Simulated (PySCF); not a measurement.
# Computed records: AlFH5NSi, FH4Si2, F2H4Si2

Calculation on a computer-drawn molecule: the log of a Hartree-Fock and frozen-core CCSD(T) single point meant for a local Hartree-Fock minimum, with one planted fault or none, to be diagnosed. Offsets are logged minus clean, where the clean run is the same molecule without the fault. The reference is restricted for singlets and unrestricted otherwise, and also for a bond in bohr or an excited solution. Adding or removing an electron swaps singlet and doublet. The excited solution moves the top pair (singlet) or top alpha electron (doublet) to the lowest empty orbital. Highest occupied and lowest empty are orbital energies over both spins, largest force is the largest gradient component, triples share is (T) over the correlation energy, the T1 limit is 0.02 restricted and 0.045 unrestricted, electrons count all cores, a negative frequency is imaginary (commonest isotopes), and the dipole is about the centre of nuclear charge. Program: PySCF 2.14.0.

Common to all runs: meant multiplicity 1; logged SCF converged yes; logged CC converged yes; logged SCF stable within its kind yes; possible faults no fault, one electron removed, one electron added, multiplicity raised by two, geometry at a saddle point, SCF held on an excited solution, minimal basis STO-3G, one bond length entered in bohr, all coordinates scaled.

(1) AlFH5NSi

Logged structure:
```xyz
9
AlFH5NSi
F     -2.1898    -0.4087     1.1033
Si    -0.8502    -1.1960     0.6470
N      0.3554    -0.1177     0.0974
Al     0.8324     0.3808    -1.5581
H     -1.2451    -2.0915    -0.4500
H     -0.4102    -1.9331     1.8433
H      0.8404     0.3537     0.8458
H      0.1021    -0.2895    -2.7796
H      1.9755     1.4559    -1.6965
```

* meant charge: 0
* meant basis: cc-pV(D+d)Z
* logged electrons: 48
* logged basis functions: 99
* logged spin squared: 0
* logged highest occupied: -11.698 eV
* logged lowest empty: 1.6017 eV
* logged largest force: 2.615e-05 hartree/bohr
* logged lowest frequency: 63.087 cm⁻¹
* logged T1 diagnostic: 0.012801
* logged D1 diagnostic: 0.037367
* logged triples share: 0.020603
* logged dipole magnitude: 2.1008 debye
* logged energy HF: -687.78298 hartree
* logged energy CCSD(T): -688.35697 hartree
* planted fault: no fault
* HF energy offset from clean run: 0 kcal/mol
* CCSD(T) energy offset from clean run: 0 kcal/mol

Drawn bonds:
```csv
atom,other atom,order
1,2,1
2,3,1
3,4,1
2,5,1
2,6,1
3,7,1
4,8,1
4,9,1
```

(2) FH4Si2

Logged structure:
```xyz
7
FH4Si2
F     -1.1745     2.3650     0.0517
Si    -0.6719     1.3335    -1.1377
Si     1.4600     0.3730    -0.7409
H     -1.8870     0.4637    -1.2991
H     -0.7029     2.2009    -2.3644
H      0.9572    -0.8196     0.0784
H      1.4492    -0.3221    -2.1107
```

- meant charge: -1
- meant basis: aug-cc-pV(D+d)Z
- logged electrons: 41
- logged basis functions: 123
- logged spin squared: 0.7575
- logged highest occupied: -10.576 eV
- logged lowest empty: -0.61382 eV
- logged largest force: 0.04212 hartree/bohr
- logged T1 diagnostic: 0.016241
- logged D1 diagnostic: 0.042615
- logged triples share: 0.026161
- logged dipole magnitude: 2.4314 debye
- logged energy HF: -679.6488 hartree
- logged energy CCSD(T): -680.10387 hartree
- planted fault: one electron removed
- HF energy offset from clean run: 33.27 kcal/mol
- CCSD(T) energy offset from clean run: 56.09 kcal/mol

Drawn bonds:
```csv
atom,other atom,order
1,2,1
2,3,1
2,4,1
2,5,1
3,6,1
3,7,1
```

(3) F2H4Si2

Logged structure:
```xyz
8
F2H4Si2
F     -0.5434    -2.7187     0.8967
Si    -0.3130    -1.1131     0.9693
Si    -1.7456    -0.2809     2.6494
F     -1.5051     1.3228     2.7309
H      1.1077    -0.8762     1.2871
H     -0.6322    -0.5523    -0.3572
H     -1.4336    -0.8504     3.9738
H     -3.1670    -0.5067     2.3264
```

- meant charge: 0
- meant basis: cc-pV(D+d)Z
- logged electrons: 50
- logged basis functions: 32
- logged spin squared: 0
- logged highest occupied: -8.2127 eV
- logged lowest empty: 10.138 eV
- logged largest force: 0.024873 hartree/bohr
- logged T1 diagnostic: 0.009321
- logged D1 diagnostic: 0.02615
- logged triples share: 0.025771
- logged dipole magnitude: 0.0091663 debye
- logged energy HF: -769.64399 hartree
- logged energy CCSD(T): -769.78836 hartree
- planted fault: minimal basis STO-3G
- HF energy offset from clean run: 5992 kcal/mol
- CCSD(T) energy offset from clean run: 6289 kcal/mol

Drawn bonds:
```csv
atom,other atom,order
1,2,1
2,3,1
3,4,1
2,5,1
2,6,1
3,7,1
3,8,1
```
